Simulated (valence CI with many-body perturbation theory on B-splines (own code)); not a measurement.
The numbers below are computed, except where a source is named.
# Sensitivity of CI+MBPT for Tl40+

Level of theory: relativistic CI+MBPT: five valence electrons over a frozen Dirac-Fock core [Kr], a basis of 6 s, 6 p, 5 d, 5 f, 1 g functions for each j, with the one-electron correlation potential Σ1, the two-electron term Σ2, the three-electron term Σ3, Breit, model QED; selected CI, second order for the rest, scaled by the run's own slope (own B-spline code, finite nucleus).

The last digits are not significant, and no measured levels were compared; by estimate large intervals hold to a few tenths of a per cent, small ones and those within an open d or f shell to about a per cent. Only levels of the ground parity were solved; by the run's estimate the other parity begins above the list, which can be wrong where configurations are misplaced.

The reference run has the lowest level (4d3/2^4 4d5/2) J=5/2 and an ionisation energy of 1922.23 eV. Its largest variational space holds 9996 state functions.

Levels are named by their leading jj configuration (3d3/2^4 stands for four electrons in 3d with j = 3/2), which in mixed levels can hold well under half, so a name can repeat and another be missing. Letters in brackets count levels of one name in rising energy.

Changed runs:
A. factor on the speed of light 1 → 100; QED terms on → off; selection threshold (hartree) 2e-08 → 1e-05
B. correlating orbitals by l 3 3 3 3 1 → 6 3 2 1 3
C. logarithmic knot step 0.27 → 0.4
D. closed core [Kr] → [Kr] 4d1 (bad on purpose)

Excitation energies of the reference run in cm⁻¹, and shifts in cm⁻¹:

| Level | Reference | B | C |
| --- | --- | --- | --- |
| (4d3/2^3 4d5/2^2) J=5/2 [a] | 186388 | -76 | -5.3 |
| (4d3/2^3 4d5/2^2) J=7/2 [a] | 228569 | -42 | -5.8 |
| (4d3/2^3 4d5/2^2) J=3/2 [a] | 233782 | -22 | -5.5 |
| (4d3/2^3 4d5/2^2) J=11/2 | 237592 | -51 | -5.3 |
| (4d3/2^3 4d5/2^2) J=9/2 | 253085 | -40 | -6.4 |
| (4d3/2^3 4d5/2^2) J=5/2 [b] | 264424 | -22 | -6.9 |
| (4d3/2^3 4d5/2^2) J=1/2 | 275169 | -6.0 | -6.6 |
| (4d3/2^3 4d5/2^2) J=7/2 [b] | 280107 | -5.0 | -6.5 |
| (4d3/2^3 4d5/2^2) J=3/2 [b] | 337673 | +83 | -6.0 |
| (4d3/2^2 4d5/2^3) J=5/2 [a] | 412197 | -87 | -10 |
| (4d3/2^2 4d5/2^3) J=7/2 [a] | 442355 | -91 | -11 |
| (4d3/2^2 4d5/2^3) J=11/2 | 448153 | -102 | -10 |
| Ionisation energy (eV) | 1922.23 | -0.023 | -0.0081 |

Run A ends with another lowest level, (4d3/2^2 4d5/2^3) J=5/2, and an ionisation energy of 1941.20 eV.

Run D: It gave no result: the perturbation theory needs a core of closed shells. The program said: "the core must hold closed shells only".
